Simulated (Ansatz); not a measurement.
Relaxation of a periodic cell of 40 atoms, H$_{3}$CN (contents 4 N2 + 4 C2H6, density as packed 0.64 g/cm³ with natural masses), to a largest force component of 0.3 eV/Å in at most 15 steps.

These are results of DFT PBE-D3(BJ), scalar-relativistic, plane waves, PAW in Ansatz, not measurements. Settings: cutoff 420 eV, k mesh 1x1x1, fermi-dirac smearing 0.05 eV, no spin polarisation.

```xyz
40
Lattice="8.4343 0.0000 0.0000 0.0000 8.4343 0.0000 0.0000 0.0000 8.4343" Properties=species:S:1:pos:R:3:forces:R:3
N 0.665 6.340 7.802 3.23 -0.35 -1.47
N 1.709 6.316 7.370 -3.36 0.16 1.18
N 6.496 4.308 2.435 -0.50 2.66 -2.35
N 6.326 5.163 1.716 0.52 -2.63 2.24
N 3.350 4.341 8.354 1.13 -2.79 -1.65
N 3.691 3.455 7.742 -1.13 2.55 2.70
N 3.765 7.564 3.610 -2.86 0.65 -2.15
N 2.927 8.006 2.994 2.99 -2.13 1.30
C 6.517 0.039 5.046 -0.07 -0.01 -0.20
C 6.032 0.574 3.703 0.28 0.19 0.23
H 6.407 0.789 5.833 0.01 0.08 0.16
H 5.948 -0.845 5.347 -0.08 -0.14 0.06
H 7.571 -0.244 5.001 0.15 -0.05 0.00
H 6.142 -0.177 2.916 0.01 -0.08 -0.15
H 4.977 0.856 3.748 0.20 0.25 0.02
H 6.600 1.457 3.401 0.06 0.11 -0.02
C 0.265 0.542 0.690 -0.06 0.27 0.31
C 0.645 1.496 1.817 -0.08 -0.27 -0.31
H -0.261 1.067 -0.111 -0.09 -0.04 -0.08
H 1.150 0.072 0.255 -0.01 0.09 0.11
H -0.390 -0.255 1.052 -0.10 -0.12 0.08
H 1.171 0.971 2.618 -0.25 0.07 -0.54
H 1.300 2.292 1.456 0.15 0.18 -0.06
H -0.240 1.965 2.253 -0.09 0.11 0.05
C 1.797 1.093 4.773 -0.18 0.61 0.93
C 1.404 1.450 6.202 0.09 -0.09 -0.29
H 1.464 0.086 4.511 -0.17 0.01 0.15
H 1.352 1.788 4.056 0.09 0.09 0.30
H 2.881 1.130 4.640 -0.08 0.18 0.16
H 1.737 2.457 6.464 -0.05 0.09 0.05
H 0.320 1.414 6.334 -0.09 0.01 0.02
H 1.850 0.755 6.919 0.06 0.01 0.03
C 5.426 3.838 5.507 -0.10 0.05 -0.09
C 3.959 3.993 5.123 0.21 0.03 -0.30
H 6.058 4.525 4.939 0.09 0.08 -0.02
H 5.580 4.046 6.569 0.14 0.04 0.06
H 5.780 2.823 5.313 0.05 -0.07 -0.01
H 3.327 3.306 5.692 0.00 0.01 -0.28
H 3.605 5.008 5.317 -0.08 0.17 0.02
H 3.805 3.785 4.061 -0.02 -0.02 -0.20
```

**Question.** Where does it end, and by what steps?

**Answer.** The run converged. The threshold is loose, so the end isn't yet a minimum. The force dipped under the threshold on the way, but the program's further checks kept it going. Limits of this set-up: coarse k mesh. After 11 steps the energy has fallen by 1.764 eV; N8 moved furthest, 1.40 Å.

```
step  energy less start (eV)  largest force component (eV/Å)  accepted
   0                  0.0000                           3.363       yes
   1                 -0.7453                           0.642       yes
   2                 -1.0677                           0.576       yes
   3                 -1.3152                           0.250       yes
   4                 -1.3501                           4.432       yes
   5                 -1.5767                           1.418       yes
   6                 -1.6716                           0.269       yes
   7                 -1.6716                           0.269       yes
   8                 -1.7156                           0.545       yes
   9                 -1.7219                           1.944       yes
  10                 -1.4387                           5.422        no
  11                 -1.7640                           0.136       yes
```

```xyz
40
Lattice="8.4343 0.0000 0.0000 0.0000 8.4343 0.0000 0.0000 0.0000 8.4343" Properties=species:S:1:pos:R:3
N 0.364 5.436 7.329
N 1.075 5.931 6.646
N 6.665 4.594 2.147
N 6.474 5.634 1.833
N 3.340 3.979 9.071
N 3.989 3.134 8.789
N 3.275 6.936 2.806
N 2.965 7.274 1.803
C 6.468 -0.183 5.109
C 5.982 0.629 3.912
H 6.485 0.421 6.026
H 5.818 -1.048 5.298
H 7.487 -0.561 4.947
H 5.960 0.022 2.998
H 4.967 1.016 4.074
H 6.636 1.489 3.715
C -0.173 0.324 0.814
C 0.483 1.587 1.361
H -1.019 0.564 0.154
H 0.538 -0.277 0.231
H -0.558 -0.312 1.622
H 1.350 1.341 1.989
H 0.839 2.241 0.553
H -0.218 2.172 1.973
C 1.798 1.191 4.969
C 1.418 1.712 6.351
H 1.470 0.151 4.831
H 1.336 1.795 4.178
H 2.885 1.214 4.815
H 1.733 2.755 6.485
H 0.332 1.673 6.508
H 1.888 1.119 7.146
C 5.848 4.169 5.635
C 4.416 4.241 5.112
H 6.480 4.942 5.178
H 5.890 4.314 6.723
H 6.307 3.196 5.416
H 3.782 3.476 5.579
H 3.959 5.219 5.314
H 4.374 4.079 4.027
```

Time of the run: 43 s on 1 thread of AMD EPYC 7B13 (Zen 3), with other jobs on the host, peak memory 0.57 GiB.
